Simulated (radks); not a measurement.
Results of a calculation; reference values are marked as such.
Task: The table gives one normalised radial function P(r) = r R(r) of V3+ in [Ar] 3d2 (r in bohr). Code: a radial shooting solver on a logarithmic mesh with Libxc functionals. Model: scalar-relativistic Kohn-Sham, MS2 meta-GGA, spin-polarised, spherical densities, finite nucleus; open shells are filled with parallel spins first; meta-GGA in the generalised Kohn-Sham scheme; Fermi nuclear charge, rms radius 3.6002 fm.

r          P
0.005097  0.0099
0.006479  0.0156
0.008237  0.0244
0.01047   0.0381
0.01331   0.0591
0.01706   0.0924
0.02169   0.1409
0.02757   0.2122
0.03505   0.3141
0.04455   0.4553
0.05709   0.6495
0.07258   0.8861
0.09226   1.1619
0.1173    1.4480
0.1491    1.6963
0.1911    1.8441
0.2429    1.8174
0.3088    1.5958
0.3925    1.2163
0.499     0.7809
0.6344    0.4071
0.8129    0.1593
1.033     0.0478
1.314     0.0097
1.67      0.0012
2.123     0.0001
2.721     0.0000
3.459     0.0000
4.397     0.0000

Which n and l does it have? It may be an empty orbital.

Result: n = 2, l = 1: the number of nodes gives n - l - 1 = 0, the rise at small r (about r^(l+1)) gives l, and the extent must fit the shell. The curve is that of 2p up; the table hardly tells the two spins apart. 2p up: eigenvalue -540.79 eV, 0 radial nodes, <r> = 0.274 bohr, 90 % of the charge inside 0.450 bohr.
